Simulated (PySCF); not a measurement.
**Dipole moment and polarisability of `C=C/C(=C/F)C(F)=C(F)F`**

Compound: C₆H₄F₄.
Cartesian coordinates in Å at the PBE0-D3(BJ)/def2-SVP level; atoms count from 1:
```
atom  x, y, z in Å
C1     1.8858   -1.2877   -0.1584
C2     1.2960   -0.4204    0.6730
C3     0.0799    0.3475    0.4004
C4    -0.4303    1.1158    1.3809
F5    -1.5086    1.8620    1.2258
C6    -0.5628    0.2789   -0.9152
F7     0.2318    0.3819   -1.9890
C8    -1.8679    0.0959   -1.1381
F9    -2.3996    0.0545   -2.3306
F10   -2.7564   -0.0669   -0.1941
H11    1.5013   -1.4814   -1.1618
H12    2.7883   -1.8213    0.1465
H13    1.7367   -0.2518    1.6621
H14   -0.0039    1.1770    2.3863
```

Level: wB97X-D/def2-SVPD (PySCF), static field, nuclei fixed, core orbitals frozen in the response. The polarisability tensor in these axes (au):

```
x    88.96 -16.25   0.58
y   -16.25  69.09  15.12
z     0.58  15.12  79.48
```

Question: Give the principal values, the mean and the anisotropy Δα = √{½[(α1 − α2)² + (α2 − α3)² + (α1 − α3)²]}.

Answer: Principal values 52.88, 83.79 and 100.87 au; mean 79.18 au = 11.73 Å³ = 13.05 × 10⁻⁴⁰ C²·m²/J; Δα = 42.14 au (53 % of the mean).

Question: What is the dipole moment, and where does it point?

Answer: (1.35, -0.51, 1.86) D, 2.35 D in size, pointing from the negative to the positive side. Measured along this direction, the outermost atoms are F9 at the negative end and H13 at the positive end.

Question: In a dilute gas of rigid molecules at 500 K, how does the orientational term μ²/3kT compare with the electronic polarisability?

Answer: In Gaussian units μ²/3kT = 26.78 Å³ against 11.73 Å³, a ratio of 2.28; the Debye molar polarisation (4π/3)N_A(α + μ²/3kT) is 97.1 cm³/mol, leaving out the vibrational part.

Question: What depolarisation ratio follows for Rayleigh scattering of linearly polarised light, taking the static tensor?

Answer: ρ = 3Δα²/(45ᾱ² + 4Δα²) = 5327.2/(282120 + 7102.9) = 0.0184.

Question: Form Σ f/ω² (atomic units) for the 6 lowest TDDFT singlets, given as eV and f, and set it beside the mean polarisability, which is this sum over all singlets: 5.36, 0.1800; 5.87, 0.2649; 6.38, 0.2622; 6.76, 0.0404; 6.96, 0.0219; 7.23, 0.0118.

Answer: They add up to 16.26 au, 20.5 % of the 79.18 au; the largest single term is 5.70 au, from the state at 5.87 eV. Terms in order: 4.64, 5.70, 4.77, 0.65, 0.33, 0.17 au. Higher excitations give the rest. The strengths listed sum to 0.781.

Question: What would n − 1 = 2πNα be for an ideal gas of these molecules at 500 K and 1 atm, electronic part alone?

Answer: N = p/kT = 1.4678 × 10¹⁹ cm⁻³, so n − 1 = 2π × N × 11.73 × 10⁻²⁴ cm³ = 1082 × 10⁻⁶ at long wavelengths.

One conformer (not necessarily the lowest) at the PBE0-D3(BJ)/def2-SVP geometry, without solvent, vibrations or thermal averaging.
